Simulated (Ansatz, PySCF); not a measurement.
CdSe. Atoms are numbered in the order given.

```xyz
2

Cd     0.0000     0.0000    -0.9919
Se     0.0000     0.0000     1.4003
```
Charge 0, spin multiplicity 1.

Geometry: B3LYP-D3(BJ)/def2-TZVP. The def2 effective core potentials stand for the cores of Cd; spin–orbit coupling is left out.

Vertical ionisation energy (IE) and electron affinity (EA) in eV. Rows of orbital energies are one-electron estimates. Where ΔSCF, EOM or ADC give a negative EA the extra electron is unbound and the value depends on the basis.

| level | IE | EA |
|---|---|---|
| −ε(HOMO), −ε(LUMO), HF/def2-TZVPD (PySCF) | 8.16 | 1.54 |
| −ε(HOMO), −ε(LUMO), r2SCAN/def2-TZVPD (PySCF) | 5.28 | 4.80 |
| −ε(HOMO), −ε(LUMO), PBE/def2-TZVPD (PySCF) | (withheld) | (withheld) |
| ΔSCF, ωB97X-V/def2-TZVPD (Ansatz), final states of multiplicity 2 and 2 | 7.83 | 2.37 |
| ΔSCF, PBE/def2-TZVPD (Ansatz), final states of multiplicity 2 and 2 | 8.12 | 2.28 |

### Question
Some entries are withheld; supply them. (The exact figures need the calculation; the answer reports its results.)

### Answer

- −ε(HOMO), −ε(LUMO), PBE/def2-TZVPD (PySCF), IE: 5.13
- −ε(HOMO), −ε(LUMO), PBE/def2-TZVPD (PySCF), EA: 4.88

### Question
What vertical singlet–triplet gap does ΔSCF give with ωB97X-V/def2-TZVPD (Ansatz, a program for electronic structure) and with PBE/def2-TZVPD (Ansatz)? (The exact figures need the calculation; the answer reports its results.)

### Answer
0.08 and 0.35 eV (triplet above singlet where positive).
